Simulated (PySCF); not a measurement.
Labels have come off several samples. The candidates:

A. `C=C/N=C\CC`
B. SMILES C=C1C=C(CC#N)C1=C
C. 1-piperideine (N1=CCCCC1)

Spectrum 1. 1H NMR (300 MHz, computed): δ 7.16 (s, 1H), 5.31 (m, 1H), 5.30 (m, 1H), 5.17 (m, 1H), 5.07 (m, 1H), 3.31 (s, 2H). 13C{1H} NMR (computed): δ 157.2 (C), 154.2 (C), 153.4 (CH), 153.4 (C), 119.2 (C), 101.9 (CH2), 101.6 (CH2), 17.4 (CH2).

Spectrum 2. 1H NMR (300 MHz, computed): δ 7.52 (t, 1H), 7.26 (m, 1H), 4.37 (m, 1H), 4.16 (m, 1H), 2.40 (m, 2H), 1.09 (t, 3H). 13C{1H} NMR (computed): δ 167.8 (CH), 150.1 (CH), 98.3 (CH2), 27.2 (CH2), 13.1 (CH3).

Spectrum 3. 1H NMR (300 MHz, computed): δ 7.93 (tt, J = 3.5, 2.8 Hz, 1H), 3.97 (m, 2H), 2.03 (m, 2H), 1.62 (m, 2H), 1.53 (m, 2H). 13C{1H} NMR (computed): δ 165.4 (CH), 53.0 (CH2), 32.2 (CH2), 26.1 (CH2), 22.7 (CH2).

Level of theory: spin–spin couplings from B3LYP/pcJ-1 (spin–dipole term left out of most H,H and C,H couplings), PBE0/pcSseg-1 with gauge-including orbitals, coordinates at the GFN2-xTB level, in PySCF 2.14.0 with density-fitted response routines (no solvent model, non-relativistic, equivalent nuclei averaged, single conformer).

Scale: TMS for 1H (σref 31.72), 13C (σref 186.93) (reference shieldings calculated alike). Multiplet labels drop J under 1 Hz and among equivalent protons, and merge close values. Unscaled 3J(H,H) run several per cent high. Where no couplings were computed, multiplicities follow the n + 1 count of equivalent neighbours, and m marks all less simple cases (inequivalent or close neighbours, rings, F or P nearby). Shifts are as computed. Against solution values, carbons near 30 ppm lie about +3 ppm off and those near 130 ppm about +5 ppm (rms about the fit 2.1 ppm; single classes can miss by 10 ppm). Of 1328 compounds with measured shifts, 309 miss one by over three times the rms of a fit or turn the order of signals round; such compounds aren't used in these exercises. Signals without a measured value on file couldn't be tested in this way; 1H shifts scatter by 0.2 ppm about their fit, and single ones miss by 0.5 ppm.

Which spectrum belongs to which compound?

Answers

1–B, 2–A, 3–C.

- Spectrum 1 (B): 8 13C signals; δC 157.2 is a fully substituted alkene carbon; δC 154.2 is a fully substituted alkene carbon.
- Spectrum 2 (A): 5 13C signals; δC 150.1 is an alkene CH; δC 27.2 is an sp3 CH2.
- Spectrum 3 (C): 5 13C signals; δC 53.0 is an sp3 CH2 bonded to N; δC 32.2 is an sp3 CH2 in a ring.
